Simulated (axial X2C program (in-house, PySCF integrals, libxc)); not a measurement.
TiS: nuclear properties from DFT to coupled cluster

Calculated with an axial X2C code built on PySCF integrals: two-component X2C with atomic mean-field Coulomb and Gaunt terms, Gaussian nuclei, basis Ti dyall-acv3z, S dyall-av3z with contracted cores.

R = 2.072 Å (near the PBE0 minimum at charge 0 of the determinant lowest at the starting distance; the state shown can have its own minimum elsewhere); state Ω = 1 (⟨Sz⟩ = -1.00, ⟨Lz⟩ = 2.00 at PBE0).

| level | Eeff magnitude (GV/cm) | Ws magnitude Ti (kHz) | A∥/gI Ti (MHz) | qzz Ti (a.u.) | A∥/gI S (MHz) | μ (D) |
| --- | --- | --- | --- | --- | --- | --- |
| PBE0 | 0.256 | 0.102 | -229 | -0.30 | -13.4 | -5.68 |
| HF | 0.397 | 0.17 | -193 | -0.07 | 76.4 | -6.33 |
| B3LYP | 0.276 | 0.107 | -260 | -0.31 | -12 | -5.40 |

Eeff is the effective electric field on the electron electric dipole moment in this Ω state and Ws the scalar–pseudoscalar constant of the nucleus named (defined with the proton number Z and per Ω); A∥ (defined per Ω) follows by multiplying with gI = μI/(I μN); qzz is the electric field gradient, eQq0 = 234.96 MHz × Q/barn × qzz; μ is positive if the S end (last atom) is positive. The operators were transformed with the bare-nucleus X2C matrices; with these basis sets, hyperfine constants and field gradients can be off by tens of per cent, and where levels differ in sign neither size nor sign is settled.

Finite-field MP2, CCSD and CCSD(T), with 18 electrons correlated in 130 natural virtual spinors (MP2 remainder added):

```tsv
level	Eeff magnitude (GV/cm)	Ws magnitude Ti (kHz)	A∥/gI Ti (MHz)	qzz Ti (a.u.)	A∥/gI S (MHz)	μ (D)
MP2	0.867	0.275	-275	0.23	-116	-14.21
CCSD	0.13	0.0608	-234	-0.12	-19.5	-7.06
CCSD(T)	0.109	0.049	-234	-0.18	-37.1	-6.83
```

T1 = 0.056 (Lee–Taylor), a sign of multireference character. One unrestricted determinant, the lowest of a limited PBE0 search, is the reference; the functionals treat spin collinearly. With several open shells it need not be a pure state. The sign of Eeff is opposite to CCSD(T) at MP2. Eeff spreads by more than a factor of two over the levels. Correlation of the inner shells is missing, which matters for properties at the nucleus. Number of frozen shells: Ti 2 s, 1 p; S 2 s, 1 p.

(1) By how much does correlation change each value, CCSD(T) against HF?

Results:

(1) Eeff magnitude -73 %; Ws magnitude Ti -71 %; A∥/gI Ti 21 %; qzz Ti 157 %; A∥/gI S from 76.4 to -37.1, a change of sign; μ 8 %.
